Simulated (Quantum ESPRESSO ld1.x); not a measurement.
Results of a calculation; reference values are marked as such.
The promethium ion Pm+, configuration [Xe] 4f4.5 6s1 6p0.5 (fractional occupations, a model configuration).

Level of theory: non-relativistic Kohn-Sham, LDA (Slater exchange, Perdew-Wang correlation), spin-polarised, spherical densities, point nucleus; open shells are filled with parallel spins first; relativity is left out, which matters for an element this heavy (ld1.x of Quantum ESPRESSO 7.5).

Energy parts (eV):
| part | energy |
|---|---|
| total | -262623.89 |
| kinetic | 262507.28 |
| electron-nucleus | -622249.19 |
| Hartree | 102939.39 |
| exchange-correlation | -5821.38 |

Orbitals (lengths in bohr, moments of r in powers of bohr; r(90%) holds 90 % of the orbital's charge):
orbital,occ.,eigenvalue (eV),r(90%)
1s up,1,-42541.5,0.0443
1s down,1,-42541.5,0.0443
2s up,1,-6704.16,0.163
2s down,1,-6704.07,0.163
2p up,3,-6363.52,0.146
2p down,3,-6363.47,0.146
3s up,1,-1466.05,0.404
3s down,1,-1464.25,0.404
3p up,3,-1316.08,0.397
3p down,3,-1314.42,0.397
3d up,5,-1035.67,0.370
3d down,5,-1034.43,0.369
4s up,1,-296.397,0.899
4s down,1,-292.722,0.899
4p up,3,-239.143,0.934
4p down,3,-235.486,0.935
4d up,5,-137.694,1.03
4d down,5,-134.084,1.03
4f up,4.5,-17.3267,1.58
4f down,0,-14.1198,1.65
5s up,1,-47.3510,2.16
5s down,1,-45.5444,2.18
5p up,3,-31.7614,2.46
5p down,3,-30.2584,2.49
6s up,1,-9.5029,5.60
6s down,0,-8.3760,5.78
6p up,0.5,-6.5447,6.69
6p down,0,-5.5493,7.13

The highest occupied level is 6p up at -6.545 eV. The configuration is held as typed, so some empty levels lie below it. Virial ratio -V/T = 2.00044.
